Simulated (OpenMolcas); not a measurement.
GeO: a line through the functionals

GeO has 2 atoms, charge 0, and is taken as a singlet. SMILES: `[O]=[Ge]`. The shape is that of a PBE0-D4/def2-TZVP optimisation.

The dipole moment y, in D, basis cc-pVTZ; a is the functional's share of exact exchange. Programs: OpenMolcas 26.06.

| functional | program | a | y (D) |
| --- | --- | --- | --- |
| TPSS | OpenMolcas | 0 | 2.88 |
| revPBE | OpenMolcas | 0 | 2.84 |
| B3LYP | OpenMolcas | 0.2 | 3.22 |
| PBE0 | OpenMolcas | 0.25 | ? |
| BHLYP | OpenMolcas | 0.5 | 3.60 |

Question: Fit y = c + s·a to the known rows and predict PBE0.

Answer: 
1. Means of the 4 rows: a = 0.1750, y = 3.135.
2. Σ(Δa)² = 0.1675, Σ(Δa·Δy) = 0.2495, so the slope is 0.2495/0.1675 = 1.4896.
3. Intercept: 3.135 − (1.4896) × 0.1750 = 2.874. The largest residual of the fit is 0.048.
4. PBE0: 2.874 + (1.4896) × 0.25 = 3.25 D.

The run gave 3.22 D, so the prediction is off by +0.03 D, within the scatter of the fit. More exact exchange makes the molecule more polar here.
